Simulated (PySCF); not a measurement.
C₂H₅Cl₂Si, SMILES [CH2][Si](C)(Cl)Cl, multiplicity 2. Geometry: PBE-D3(BJ)/def2-SVP. The isomer is the one that the SMILES or the coordinates give; other isomers of the formula were not compared.

Computed equilibrium geometry at PBE-D3(BJ)/def2-SVP (PySCF confirms it by a frequency run) as a Z-matrix:
```
Si
C 1 1.8417
H 2 1.1028 1 121.86
H 2 1.1035 3 115.65 1 -179.68
C 1 1.8672 2 113.99 3 178.95
H 5 1.1075 1 110.46 2 179.98
H 5 1.1087 6 108.54 1 -120.95
H 5 1.1088 6 108.52 7 -118.14
Cl 1 2.0892 2 108.60 3 56.88
Cl 1 2.0897 2 108.63 3 -59.05
```
Charge 0, spin multiplicity 2.
